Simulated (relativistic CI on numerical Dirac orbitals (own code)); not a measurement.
## Mo+: resonant inelastic scattering at the L2,3 edge

Computed with this model: Dirac-Coulomb-Breit CI, KLI orbitals optimised for each configuration, QED by a radiative potential, valence Slater integrals scaled by 0.7, Kramers-Heisenberg scattering through one core-hole configuration in a parametric crystal field; configurations [Kr] 4d5 → [He] 2s2 2p5 3s2 3p6 3d10 4s2 4p6 4d6; 10 K; core-hole width 1.6 eV; summed over polarisations. Incident energies are the highest absorption maxima for each field (at most a few, so the weaker spin-orbit partner edge can be absent), on the computed scale of the free ion. Intensities are in per cent of the strongest line above 0.02 eV; levels within 1 cm⁻¹ are merged; final levels count from the ground level, the first row holds all elastic scattering, lines under 0.4 are left out and each table stops after 24 rows. The scale of the Slater integrals is a model choice and moves the terms in proportion.

Field parameters in Wybourne normalisation: Td as Oh with Dq negative (B⁴₀ = 21Dq, B⁴₄ = √(5/14) B⁴₀). The field is a parameter set, without covalency.

S is read from ⟨S²⟩ = S(S + 1).

Td, 10Dq = -1550 cm⁻¹:

```
Final level (eV)  Degeneracy  Irrep     S  2522.4 eV  2627.5 eV
           0.000           6  Γ7+Γ8  2.50     2803.8      576.0
           1.652           4     Γ8  1.49        5.5        3.6
           1.657           2     Γ6  1.50        2.0        3.6
           1.660           2     Γ7  1.49       10.5        6.4
           1.663           4     Γ8  1.49       20.5       13.5
           1.728           2     Γ6  1.50        0.5        2.3
           1.730           4     Γ8  1.49        1.0        4.6
           1.733           2     Γ7  1.49        0.6        0.3
           1.734           4     Γ8  1.49        1.9        2.5
           1.747           4     Γ8  1.49        1.3        2.0
           1.748           2     Γ7  1.49        0.8        0.8
           1.751           2     Γ6  1.49        0.7        1.0
           1.753           4     Γ8  1.50        3.0        4.6
           2.035           4     Γ8  1.49       62.7       45.0
           2.037           2     Γ7  1.49       31.8       22.3
           2.051           4     Γ8  1.49       13.0        7.0
           2.085           2     Γ6  1.50        6.1        3.8
           2.117           2     Γ7  1.49       41.1       48.3
           2.149           4     Γ8  1.49       81.2      100.0
           2.169           2     Γ6  1.49       42.3       53.5
           2.184           2     Γ6  1.50        1.6        1.7
           2.213           4     Γ8  1.49       17.5       17.4
           2.221           4     Γ8  1.49       36.0       33.6
           2.224           2     Γ7  1.49       23.4       21.5
```

Td, 10Dq = -3450 cm⁻¹:

| Final level (eV) | Degeneracy | Irrep | S | 2522.4 eV | 2627.5 eV |
| --- | --- | --- | --- | --- | --- |
| 0.000 | 6 | Γ7+Γ8 | 2.50 | 4186.2 | 840.8 |
| 1.454 | 4 | Γ8 | 1.49 | 15.8 | 9.8 |
| 1.457 | 2 | Γ6 | 1.50 | 4.8 | 6.8 |
| 1.462 | 2 | Γ7 | 1.49 | 26.3 | 14.4 |
| 1.467 | 4 | Γ8 | 1.49 | 46.8 | 26.9 |
| 1.662 | 2 | Γ6 | 1.50 | 1.7 | 6.0 |
| 1.665 | 4 | Γ8 | 1.49 | 4.3 | 15.3 |
| 1.673 | 4 | Γ8 | 1.49 | 11.6 | 8.9 |
| 1.683 | 2 | Γ7 | 1.49 | 6.0 | 3.2 |
| 1.744 | 4 | Γ8 | 1.49 | 3.7 | 3.7 |
| 1.746 | 2 | Γ7 | 1.49 | 2.5 | 2.2 |
| 1.750 | 2 | Γ6 | 1.49 | 2.9 | 3.8 |
| 1.752 | 4 | Γ8 | 1.50 | 7.6 | 8.8 |
| 1.995 | 4 | Γ8 | 0.66 | 6.1 | 8.0 |
| 2.008 | 2 | Γ7 | 1.44 | 43.3 | 50.7 |
| 2.045 | 4 | Γ8 | 1.44 | 55.3 | 61.6 |
| 2.073 | 4 | Γ8 | 1.49 | 41.4 | 32.3 |
| 2.087 | 2 | Γ7 | 0.67 | 3.5 | 2.7 |
| 2.092 | 2 | Γ6 | 1.49 | 16.2 | 18.9 |
| 2.137 | 2 | Γ7 | 1.44 | 33.9 | 33.4 |
| 2.155 | 4 | Γ8 | 1.48 | 84.4 | 100.0 |
| 2.167 | 2 | Γ6 | 1.47 | 48.1 | 58.9 |
| 2.253 | 2 | Γ6 | 0.57 | 2.1 | 2.3 |
| 2.281 | 2 | Γ6 | 1.49 | 8.4 | 9.6 |

Td, 10Dq = -5400 cm⁻¹:

| Final level (eV) | Degeneracy | Irrep | S | 2522.4 eV | 2627.6 eV |
| --- | --- | --- | --- | --- | --- |
| 0.000 | 6 | Γ7+Γ8 | 2.49 | 5794.8 | 1130.5 |
| 1.227 | 4 | Γ8 | 1.46 | 36.8 | 18.4 |
| 1.232 | 2 | Γ6 | 1.50 | 8.9 | 9.3 |
| 1.234 | 2 | Γ7 | 1.47 | 42.7 | 18.8 |
| 1.244 | 4 | Γ8 | 1.49 | 63.6 | 30.7 |
| 1.519 | 4 | Γ8 | 1.22 | 26.0 | 18.7 |
| 1.541 | 2 | Γ6 | 1.50 | 7.3 | 12.2 |
| 1.545 | 4 | Γ8 | 1.49 | 18.2 | 30.6 |
| 1.557 | 2 | Γ7 | 1.48 | 22.7 | 13.0 |
| 1.608 | 4 | Γ8 | 0.99 | 11.0 | 6.6 |
| 1.681 | 2 | Γ7 | 0.61 | 1.0 | 0.5 |
| 1.739 | 4 | Γ8 | 1.47 | 9.8 | 8.6 |
| 1.745 | 2 | Γ7 | 1.47 | 6.3 | 5.7 |
| 1.747 | 2 | Γ6 | 1.48 | 8.2 | 9.4 |
| 1.751 | 4 | Γ8 | 1.49 | 17.5 | 17.8 |
| 1.936 | 2 | Γ7 | 1.36 | 43.1 | 56.1 |
| 1.992 | 4 | Γ8 | 1.50 | 72.7 | 98.1 |
| 2.026 | 4 | Γ8 | 1.46 | 56.2 | 43.9 |
| 2.030 | 2 | Γ6 | 1.17 | 21.2 | 27.1 |
| 2.050 | 2 | Γ6 | 1.03 | 7.8 | 6.4 |
| 2.087 | 4 | Γ8 | 0.67 | 4.9 | 4.7 |
| 2.094 | 2 | Γ7 | 0.74 | 5.2 | 6.6 |
| 2.133 | 2 | Γ7 | 1.22 | 27.4 | 27.9 |
| 2.158 | 4 | Γ8 | 1.11 | 56.3 | 65.7 |

For the first field the strongest loss at the lowest incident energy is the level at 2.15 eV (S = 1.49, against 2.50 in the thermal ground state). Levels of other spin, the first over 8 % at 1.66 eV, appear because spin-orbit coupling of the core hole, and in heavier ions of the valence shell too, mixes spins.
